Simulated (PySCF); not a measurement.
F2H4O2Si2. Atoms are numbered in the order given.

```xyz
10

O      1.7550     1.1590     0.4183
Si     0.7617    -0.1219     0.1426
F      0.2944    -0.8256     1.5304
F      1.5322    -1.2778    -0.6918
O     -0.5525     0.3974    -0.6734
Si    -2.2297     0.4235    -0.4932
H      2.6410     0.9473     0.7588
H     -2.7598    -0.9793    -0.4067
H     -2.7888     1.1114    -1.7005
H     -2.6003     1.1781     0.7515
```
Charge 0, spin multiplicity 1.

The structure is a stationary point at PBE-D3(BJ)/def2-SVP. The structure was generated by enumeration, and PubChem lists no compound with its InChIKey, so it may never have been made. The values are those of a single conformer.

These are PBE/pcSseg-1 (PySCF) values and carry that method's errors.

GIAO shieldings, no solvent; atoms listed in one row are averaged. δ = σ(ref) − σ: ¹⁷O against H2O (σ = 334.3 ppm); ²⁹Si against TMS (σ = 335.4 ppm); ¹⁹F against CFCl3 (σ = 133.6 ppm); ¹H against TMS (σ = 31.49 ppm), references at their B3LYP-D3(BJ)/def2-TZVP geometries, non-relativistic.

Q: Estimate the chemical shifts. (An estimate is asked for; the answer gives what the named calculation found.)

A: 
```csv
nucleus,atoms,count,δ (ppm)
¹⁷O,O1,1,55.3
¹⁷O,O5,1,39.9
²⁹Si,Si6,1,-28.1
²⁹Si,Si2,1,-84.8
¹⁹F,F4,1,-175.3
¹⁹F,F3,1,-177.8
¹H,"H8, H9, H10",3,5.67
¹H,H7,1,2.51
```
